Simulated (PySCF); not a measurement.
TiO₂, SMILES [O]=[Ti]=[O], multiplicity 1.

Coordinates come from a ωB97X-D3(BJ)/def2-TZVP optimisation. The multiplicity is an assumed one; other spin states were not compared. The isomer is the one that the SMILES or the coordinates give; other isomers of the formula were not compared.

Level of theory: PBE/def2-TZVPD (PySCF).

Gas-phase values at a fixed geometry.

Question: Estimate the frontier levels, gap, dipole moment and polarisability. (Estimate from the structure and the level; the computed values follow.)

Answer: 
```
Item                                                                                                            Value
---------------------------------------------------------------------------------------------  ----------------------
highest occupied level                                                                                       -5.80 eV
lowest empty level                                                                                           -3.50 eV
orbital gap                                                                                                   2.30 eV
dipole moment                                                                                                  6.29 D
quadrupole, principal values (traceless, Buckingham form, about the centre of nuclear charge)  -13.38, 6.25, 7.12 D·Å
mean static polarisability                                                                       35.1 bohr³ (5.21 Å³)
polarisability, principal values                                                               23.6, 28.9, 53.0 bohr³
```
